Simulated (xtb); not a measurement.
4H-1,3,5-oxadiazine (C3H4N2O), SMILES C1N=COC=N1. All values are semi-empirical tight-binding results from xtb (GFN2-xTB unless named), good for trends rather than for accurate numbers. The structure is a stationary point at GFN2-xTB. One conformer was computed; it need not be the lowest.

Computed properties:
The point group as xtb finds it is C2v, the orbital gap is 3.28 eV and the dipole moment comes out as 1.11 D. The zero-point energy is 45.4 kcal/mol and the G − E(el) at 298.15 K (modified RRHO) is 28.1 kcal/mol. The static polarisability (D4 model) is 52.7 bohr³ and the solvation energy, GFN2-xTB/ALPB(water) comes out as -3.8 kcal/mol. The solvation energy, GFN2-xTB/ALPB(octanol) is -4.1 kcal/mol.

Computed IR lines (harmonic; lines under 4 % of the strongest left out, lines within 3 cm⁻¹ merged):
ν (cm⁻¹): 510 (w), 539 (w), 634 (w), 940 (w), 973 (m), 1050 (vs), 1288 (w), 1295 (w), 1706 (m), 1785 (vs), 2904 (w), 2939 (w), 3060 (w) (against the strongest line: vs over 80 %, s over 45 %, m over 15 %, w over 4 %, vw less)
